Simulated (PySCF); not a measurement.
Method: core-valence-separated Tamm–Dancoff BHandHLYP/aug-pcX-1 (pcseg-1 on H) in PySCF, non-relativistic, gas phase, PBE0-D3(BJ)/def2-SVP geometry. The energies are unshifted.

Main lines of an unknown, eV (oscillator strength): C K: 282.3 (0.075), 282.4 (0.075), 282.5 (0.095), 283.0 (0.032), 283.2 (0.057). Listed: the first five lines at most of each edge with a tenth or more of its strongest line's intensity; roots within 0.03 eV on the same or equivalent atoms are summed. Only the lowest roots were sought, and the top ones are left out.

Task: Which candidate gives them?
A. `C#CC#CC1CC1`
B. `c12Cc1cccc2`
C. `C=C=C1C=CC=C1`

Result: C. 

- `C=C=C1C=CC=C1`: C K: 282.3 (0.075), 282.4 (0.075), 282.5 (0.095), 283.0 (0.032), 283.2 (0.057). First C line listed at 282.3 eV, hole on the alkene CH carbon.
- `c1ccc2c(c1)C2`: C K: 283.1 (0.094), 283.2 (0.111), 283.3 (0.161), 286.0 (0.036), 286.2 (0.030). First C line listed at 283.1 eV, hole on the aromatic CH carbon.
- `C#CC#CC1CC1`: C K: 283.1 (0.058), 283.3 (0.058), 283.4 (0.063), 283.4 (0.060), 283.5 (0.025). First C line listed at 283.1 eV, hole on the terminal alkyne carbon (1s→π*).

One conformer each; other structures than these candidates weren't tested.
